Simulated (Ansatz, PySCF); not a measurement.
Reaction (SMILES): ClC(Cl)C(Cl)Cl + 5 [H][H] (H2) → 2 C (CH4) + 4 Cl (HCl)
Geometries: B3LYP-D3(BJ)/def2-TZVP minima from Ansatz (an electronic-structure program), one conformer each, not searched for the lowest.
Geometry of the first species:
```xyz
8

C     -0.7598     0.0501     0.0707
C      0.7598    -0.0501    -0.0707
Cl     1.3415    -1.6121     0.5674
Cl     1.5548     1.2875     0.8032
Cl    -1.5548    -1.2875    -0.8032
Cl    -1.3415     1.6121    -0.5674
H     -1.0549    -0.0129     1.1125
H      1.0549     0.0129    -1.1125
```
Charge 0, spin multiplicity 1.

Property: energy of full hydrogenation (enthalpy at 298 K, with B3LYP-D3(BJ) rigid-rotor harmonic-oscillator terms from PySCF), in kcal/mol. Cores are frozen in the correlated levels unless marked. No spin-orbit coupling. No relativistic terms. CBS(X,Y): correlation extrapolated as X^-3; Hartree-Fock from the larger set. [CCSD(T)-MP2]/basis is that difference in the basis named.

From measured enthalpies of formation at 298 K: -88.1 kcal/mol (ClC(Cl)C(Cl)Cl -35.7, CRC Handbook; [H][H] (H2) 0.0, ATcT 1.112; C (CH4) -17.8, ATcT 1.112; Cl (HCl) -22.0, ATcT 1.112). It holds spin-orbit effects, and any other conformers, which the calculations lack, and core correlation, which the frozen-core levels lack. This is an older compilation, not checked against later work.

| level | program | energy of full hydrogenation (kcal/mol) | error against measurement |
|---|---|---|---|
| PBE-D4/def2-TZVPD | Ansatz + dftd4 | -80.7 | 7.4 |
| revPBE-D3(BJ)/def2-TZVPD | Ansatz + dftd3 | -78.0 | 10.1 |
| r2SCAN-D4/def2-TZVPD | Ansatz + dftd4 | -84.5 | 3.6 |
| B97M-V/def2-TZVPD | Ansatz | -94.5 | -6.4 |
| PBE0/STO-3G | Ansatz | -50.2 | 37.9 |
| PBE0/6-31G* | Ansatz | -82.2 | 5.9 |
| PBE0/def2-TZVPD | Ansatz | -93.3 | -5.2 |
| PBE0/def2-QZVPP | Ansatz | -95.0 | -6.9 |
| BHLYP-D4/def2-TZVPD | Ansatz + dftd4 | -95.2 | -7.1 |
| r2SCANh-D4/def2-TZVPD | Ansatz + dftd4 | -86.8 | 1.3 |
| HSE06-D4/def2-TZVPD | Ansatz + dftd4 | -88.3 | -0.2 |
| wB97X-V/def2-TZVPD | Ansatz | -87.7 | 0.4 |
| B2GP-PLYP/def2-TZVPD | Ansatz | -89.5 | -1.4 |
| MP2/cc-pV(T+d)Z | Ansatz | -85.5 | 2.6 |
| SCS-MP2/STO-3G | Ansatz | -45.7 | 42.4 |
| SCS-MP2/6-31G* | Ansatz | -68.4 | 19.7 |
| CCSD/aug-cc-pV(D+d)Z | Ansatz | -98.8 | -10.7 |
| CCSD(T)/STO-3G | Ansatz | -40.7 | 47.4 |
| CCSD(T)/cc-pV(D+d)Z | Ansatz | -94.7 | -6.6 |
| RI-MP2/CBS(cc-pV(T+d)Z,cc-pV(Q+d)Z)+[CCSD(T)-MP2]/cc-pV(D+d)Z | Ansatz | -86.9 | 1.2 |
| RI-MP2/CBS(cc-pV(T+d)Z,cc-pV(Q+d)Z)+[CCSD(T)-MP2]/cc-pV(T+d)Z | Ansatz | -88.1 | 0.0 |
